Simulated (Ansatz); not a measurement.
Species: C$_{3}$H$_{10}$GeN, charge 0, multiplicity 2. It need not be the lowest isomer of its formula. 
Structure (B3LYP-D3(BJ)/def2-TZVP (Ansatz, an electronic-structure program) minimum search):
```
N
C 1 1.3871
H 2 1.0838 1 114.96
C 1 1.4559 2 115.52 3 -22.77
H 4 1.0896 1 110.41 2 171.47
H 4 1.0938 5 107.92 1 119.75
H 4 1.0976 5 108.49 6 116.61
C 2 1.4870 3 119.19 1 155.17
H 8 1.0900 2 109.89 3 27.79
H 8 1.0964 9 107.00 2 -122.58
H 8 1.1017 9 107.42 10 -114.00
Ge 1 1.8644 2 121.52 3 -176.23
H 12 1.5338 1 109.19 2 -56.51
H 12 1.5355 13 111.27 10 169.67
H 12 1.5472 13 109.51 14 121.98
```
Charge 0, spin multiplicity 2.

Dipole moments at this geometry, in debye (magnitudes).

```csv
level,program,dipole (D)
SVWN5/def2-TZVPD,Ansatz,0.73
BLYP/def2-TZVPD,Ansatz,0.70
r2SCAN/def2-TZVPD,Ansatz,0.59
B97M-V/def2-TZVPD,Ansatz,0.59
B3LYP/def2-TZVPD,Ansatz,0.68
PBE0/def2-TZVPD,Ansatz,0.64
BHLYP/def2-TZVPD,Ansatz,0.60
r2SCANh/def2-TZVPD,Ansatz,0.58
r2SCAN0/def2-TZVPD,Ansatz,0.56
HSE06/def2-TZVPD,Ansatz,0.64
CAM-B3LYP/def2-TZVPD,Ansatz,0.68
LC-wPBE/def2-TZVPD,Ansatz,0.64
wB97X-V/def2-TZVPD,Ansatz,0.70
CCSD(T)/aug-cc-pVDZ,Ansatz,0.69
```
